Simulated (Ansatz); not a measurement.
One change: `N#[C][Al]([F])[F]` becomes `[F][Al]([F])[S][AlH2]`.

Ansatz, PBE0-D4/def2-TZVP geometries, multiplicity 1. Each molecule was computed in one conformer, which needn't be the lowest.

| property | `N#[C][Al]([F])[F]` |
| --- | --- |
| LUMO energy (ωB97M-V/def2-TZVPP) / eV | -0.20 |
| HOMO–LUMO gap (ωB97M-V/def2-TZVPP) / eV | 12.67 |
| HOMO energy (ωB97M-V/def2-TZVPP) / eV | -12.87 |
| HOMO–LUMO gap (B3LYP/def2-TZVPP) / eV | 7.94 |
| zero-point energy (PBE0-D4/def2-TZVP) / kJ/mol | 35.0 |
| LUMO energy (B3LYP/def2-TZVPP) / eV | -2.30 |

Task: What does the change do to each property? (Estimate.)

Result: Computed: 
```
                                      property  `[F][Al]([F])[S][AlH2]`  shift
         LUMO energy (ωB97M-V/def2-TZVPP) / eV                     0.01   0.21
       HOMO–LUMO gap (ωB97M-V/def2-TZVPP) / eV                     9.95  -2.72
         HOMO energy (ωB97M-V/def2-TZVPP) / eV                    -9.94   2.93
         HOMO–LUMO gap (B3LYP/def2-TZVPP) / eV                     5.64  -2.30
zero-point energy (PBE0-D4/def2-TZVP) / kJ/mol                     58.9   23.9
           LUMO energy (B3LYP/def2-TZVPP) / eV                    -1.95   0.35
```

With PBE0 the HOMO rises by 2.71 eV and the LUMO rises by 0.38 eV, so the gap narrows by about 2.33 eV. PBE moves the HOMO by 2.34 eV and ωB97M-V by 2.93 eV. The zero-point energy changes by 23.9 kJ/mol with +6 modes.

B3LYP here is the variant with VWN-RPA as its local correlation; programs differ in this.
